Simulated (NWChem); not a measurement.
System: BH₂F; SMILES FB

NWChem input:

```
start job
memory heap 200 mb stack 900 mb global 1100 mb
geometry units angstroms noautosym nocenter noautoz
  B      0.000000     0.000000     0.661374
  H      0.000000    -1.057753     1.220231
  H      0.000000     1.057753     1.220231
  F      0.000000     0.000000    -0.662414
end
basis spherical
  * library 6-31g*
end
dft
  xc hfexch
  iterations 150
end
property
  shielding 3 1 2 4
end
task dft property
```

Structure relaxed at the B3LYP/6-31G* (spherical d) level.

GIAO values for the isolated, static molecule; σ is the absolute isotropic shielding, δ = σ(reference) − σ with the isolated reference molecule computed at the same levels (11B: boron trifluoride, 19F: trichlorofluoromethane, 1H: tetramethylsilane).

Atoms are numbered as in the input.

**Question.** What results follow from this input? (Hartree-Fock/6-31G* (spherical d), GIAO.) Quantities: δ B1 (ppm); δ H2 (ppm); δ F4 (ppm).

**Answer.** 
| Quantity | Value |
|---|---|
| δ B1 (ppm) | 40.3 |
| δ H2 (ppm) | 5.42 |
| δ F4 (ppm) | 9.8 |
